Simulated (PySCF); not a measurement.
Telling isomers of C4H7F3OSi2 apart by NMR

- coordinates at the GFN2-xTB level
- PBE0/pcSseg-1 with gauge-including orbitals
- code: PySCF 2.14
- gas phase, relativity neglected, averaged over atoms made equivalent by symmetry, fast rotation or ring inversion, one conformer

Referencing at the same level of theory: 1H (σref 31.72), 13C (σref 186.93) against TMS. Splittings of carbon signals by F and P are missing where no couplings were computed. Where no couplings were computed, multiplicities follow the n + 1 count of equivalent neighbours, and m marks all less simple cases (inequivalent or close neighbours, rings, F or P nearby). Shifts are as computed. Against solution values, carbons near 30 ppm lie about +3 ppm off and those near 130 ppm about +5 ppm. Of 1211 compounds with measured shifts, 218 miss one by over three times the rms of a fit or turn the order of signals round; such compounds aren't used in these exercises.

(1) Tabulate the signals of `FC(F)(F)CC#C[SiH2]O[SiH3]`, `O=C/C([SiH3])=C/[SiH2]C(F)(F)F`, `O=C[SiH2]/C([SiH3])=C\C(F)(F)F` and their relative energies.

(2) What is the quickest way to tell FC(F)(F)CC#C[SiH2]O[SiH3] from O=C/C([SiH3])=C/[SiH2]C(F)(F)F?

(3) What is the quickest way to tell O=C/C([SiH3])=C/[SiH2]C(F)(F)F from O=C[SiH2]/C([SiH3])=C\C(F)(F)F?

(4) What is the quickest way to tell FC(F)(F)CC#C[SiH2]O[SiH3] from O=C[SiH2]/C([SiH3])=C\C(F)(F)F?

## Answers

(1) 
| SMILES | carbon types | δC | δH | E rel. (kcal/mol) |
| --- | --- | --- | --- | --- |
| FC(F)(F)CC#C[SiH2]O[SiH3] | 3×C 1×CH2 | 134.1, 103.4, 93.8, 30.2 | 5.18 (s, 3H), 5.16 (s, 2H), 3.17 (m, 2H) | 0.0 |
| O=C/C([SiH3])=C/[SiH2]C(F)(F)F | 2×C 2×CH | 202.2, 171.7, 162.9, 140.0 | 9.68 (s, 1H), 7.92 (m, 1H), 4.78 (m, 2H), 4.13 (s, 3H) | 39.3 |
| O=C[SiH2]/C([SiH3])=C\C(F)(F)F | 2×C 2×CH | 252.3, 157.4, 152.9, 131.1 | 12.16 (t, 1H), 7.31 (m, 1H), 4.89 (d, 2H), 4.65 (s, 3H) | 45.8 |

Energies are electronic energies at PBE0/pcSseg-1 on these geometries, without zero-point or thermal terms, each for the one conformer computed, which needn't be the lowest.

(2) Both give the same number of carbon signals, but DEPT or the intensities differ. The first has a propargylic sp3 CH2 at 30.2 ppm, the second an aldehyde carbonyl carbon (CH) at 202.2 ppm. Their most deshielded carbons lie at 134.1 and 202.2 ppm. In the proton spectra the most deshielded non-exchanging signals are 5.18 (s, 3H) and 9.68 (s, 1H).

(3) Both give the same number of carbon signals, with the same numbers of each carbon type, so the positions decide. The first has an aldehyde carbonyl carbon (CH) at 202.2 ppm, the second a carbonyl carbon (CH) at 252.3 ppm. In the proton spectra the most deshielded non-exchanging signals are 9.68 (s, 1H) and 12.16 (t, 1H).

(4) Both give the same number of carbon signals, but DEPT or the intensities differ. The first has a propargylic sp3 CH2 at 30.2 ppm, the second a carbonyl carbon (CH) at 252.3 ppm. Their most deshielded carbons lie at 134.1 and 252.3 ppm. In the proton spectra the most deshielded non-exchanging signals are 5.18 (s, 3H) and 12.16 (t, 1H).
